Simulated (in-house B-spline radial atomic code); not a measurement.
PBE0 excitations of Bi VI (Bi5+)

Method: PBE0. Computed with an all-electron radial atomic-structure program (B-spline basis): linear response of the closed shell [Xe] 4f14 5d10 with the functional's adiabatic kernel; scalar-relativistic (spin-free one-electron X2C), finite nucleus, no spin-orbit coupling, no double excitations, S, P, D and F terms only; shells from n = 3 respond. Only terms of natural parity with L up to 3 were computed.

Spin-orbit coupling is strong here, so these LS terms don't match observed levels.

Command:
```bash
python run_td.py task.json out
```
Settings (radii: box in bohr, nucleus in fm):
```
Z                        83
electrons                78
configuration            [Xe] 4f14 5d10
hamiltonian              x2c
method                   pbe0
box_radius               16.35
rms_radius               5.5211
intervals                70
```

Run time, properties included: 13 s on 1 thread of Arm Neoverse N1 (shared host).

The lowest states, in the order of their Tamm-Dancoff energies; the method's threshold (minus the highest occupied level) is 83.09 eV. Labels give the largest channel, * marks a mixed state, and oscillator strengths are full-response dipole values. Semilocal kernels can invert the small singlet-triplet splittings of Rydberg terms. Energies in eV:

```csv
state,full response,Tamm-Dancoff,oscillator strength
5d → 6s 3D,18.644,18.675,-
5d → 6s 1D,19.770,19.802,-
5d → 6p 3P,32.80,32.83,-
5d → 6p 3F,33.13,33.15,-
5d → 6p 1F,33.65,33.65,-
5d → 6p 1P,34.66,34.74,1.14
5d → 6d 3S,49.24,49.26,-
5d → 6d 3D,?,?,-
5d → 6d 1D,50.44,50.45,-
5d → 5f 3P,50.70,50.74,-
5d → 5f 3F,51.61,51.63,-
5d → 7s 3D,52.19,52.19,-
5d → 7s 1D,?,?,-
5d → 5f 1F,52.70,52.72,-
5d → 6d 1S,53.23,53.57,-
5d → 5f 1P,56.19,56.55,3.07
5d → 7p 3P,57.42,57.43,-
5d → 7p 3F,57.54,57.55,-
5d → 7p 1F,57.68,57.68,-
5d → 7p 1P,58.20,58.34,1.32
5d → 7d 3S,64.00,64.01,-
5d → 7d 3D,64.27,64.28,-
```

(1) Where does 5d → 6d 3D lie?

(2) Where does 5d → 7s 1D lie?

(3) How large is the singlet-triplet splitting of 5d → 6s (D terms) in Tamm-Dancoff?

(4) What polarisabilities and dispersion coefficient does the method give?

Results:

(1) At 50.04 eV in full response, 50.05 eV in Tamm-Dancoff.

(2) At 52.40 eV in full response, 52.41 eV in Tamm-Dancoff.

(3) 1.13 eV, from the unrounded values.

(4) Dipole 2.868 bohr³, quadrupole 6.88 bohr⁵, C6 13.84 hartree·bohr⁶ for two such species.
